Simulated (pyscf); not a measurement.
**`[OH][PH]`, doublet**

Gas-phase minimum from PySCF at ωB97X-D3(BJ)/def2-SVP, one conformer. Other isomers of HO–PH• were not searched in full and may lie lower. 

SMILES: [PH]O
```xyz
4

O      0.3943     0.2781    -0.1517
P     -0.0915    -0.1398    -1.6896
H      0.6085     1.2197    -0.1250
H     -0.3096    -1.5130    -1.3652
```
Charge 0, spin multiplicity 2.

Bond lengths (Å): O1–P2 1.666, O1–H3 0.966, P2–H4 1.428. Angles (°): P2–O1–H3 109.6, O1–P2–H4 94.4.

Properties at ωB97X-D3(BJ)/def2-SVP:

```json
{
  "harmonic_wavenumbers_unscaled": "463, 864, 913, 1113, 2429, 3879 cm⁻¹",
  "zero_point_energy": "13.8 kcal/mol",
  "rotational_symmetry_number": "1",
  "Entropy of this conformer at 298 K and 1 atm, rigid rotor and harmonic oscillator, modes under 100 cm⁻¹ raised to 100": "249.5 J/(mol K)",
  "dipole_moment": "0.90 D",
  "Spin expectation value S2": "0.754"
}
```

Single-point totals, which compare only within one level (frozen core for MP2 and CC):

```
level                   total energy (hartree)
----------------------  ----------------------
ωB97X-D3(BJ)/def2-TZVP              -417.81974
PBE/def2-TZVP                       -417.55734
r²SCAN/def2-TZVP                    -417.73162
B3LYP-D3(BJ)/def2-TZVP              -417.82056
PBE0-D3(BJ)/def2-TZVP               -417.58567
M06-2X/def2-TZVP                    -417.74157
ωB97M-D3(BJ)/def2-TZVP              -417.85288
UHF/def2-TZVPP                      -416.79904
MP2/def2-TZVPP                      -417.17125
CCSD/def2-TZVPP                     -417.19370
CCSD(T)/def2-TZVPP                  -417.20869
```

The CCSD(T) − MP2 part came from Ansatz, without density fitting, on the same reference.
